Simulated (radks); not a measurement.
Task: Species: the cerium ion Ce+. Configuration: [Xe] 4f1 5d2 (the NIST ground configuration). Method: scalar-relativistic Kohn-Sham, PBEsol, spin-polarised, spherical densities, finite nucleus; open shells are filled with parallel spins first (spin-orbit coupling, left out, can overturn this in heavy ions); Fermi nuclear charge, rms radius 4.8771 fm; hard spherical wall at 12 bohr; computed with a radial shooting solver on a logarithmic mesh with Libxc functionals. Some entries of the table are withheld. Estimate them.

| orbital | occ. | eigenvalue (hartree) | r(max) (bohr) | <1/r> (bohr^-1) |
|---|---|---|---|---|
| 1s down | 1 | -1479.229 | 0.01575 | 63.31 |
| 1s up | 1 | -1479.229 | 0.01575 | 63.31 |
| 2s up | 1 | -236.9765 | 0.08910 | 14.59 |
| 2s down | 1 | -236.9744 | 0.08910 | 14.59 |
| 2p up | 3 | -212.2973 | 0.07169 | 13.82 |
| 2p down | 3 | -212.2958 | 0.07169 | 13.82 |
| 3s up | 1 | -51.13269 | 0.2548 | 5.296 |
| 3s down | 1 | -51.12248 | 0.2548 | 5.297 |
| 3p up | 3 | -43.28255 | 0.2493 | 5.016 |
| 3p down | 3 | -43.27229 | 0.2493 | 5.017 |
| 3d up | 5 | -32.11786 | 0.2052 | 4.759 |
| 3d down | 5 | -32.10906 | 0.2052 | 4.759 |
| 4s up | 1 | -10.46062 | 0.5931 | 2.212 |
| 4s down | 1 | -10.43132 | 0.5930 | 2.212 |
| 4p up | 3 | -7.89708 | 0.6192 | 2.040 |
| 4p down | 3 | -7.86769 | 0.6192 | 2.040 |
| 4d up | 5 | -4.20668 | 0.6524 | 1.778 |
| 4d down | 5 | -4.17680 | 0.6523 | 1.779 |
| 5s up | 1 | -1.64769 | 1.373 | 0.8691 |
| 5s down | 1 | -1.60909 | 1.371 | 0.8724 |
| 5p up | 3 | -1.01579 | 1.551 | 0.7370 |
| 5p down | 3 | -0.97229 | 1.546 | 0.7420 |
| 4f up | 1 | (1) | 0.7093 | 1.201 |
| 4f down | 0 | (2) | 0.7083 | 1.209 |
| 6s up | 0 | -0.29178 | 3.537 | 0.3158 |
| 5d up | 2 | -0.28290 | 2.193 | 0.4628 |
| 5d down | 0 | -0.23179 | 2.169 | 0.4618 |
| 6p up | 0 | -0.18083 | 4.459 | 0.2483 |
| 5f up | 0 | (3) | 7.010 | 0.1655 |

Result: 
(1) 4f up eigenvalue (hartree): -0.35221
(2) 4f down eigenvalue (hartree): -0.31782
(3) 5f up eigenvalue (hartree): -0.01255
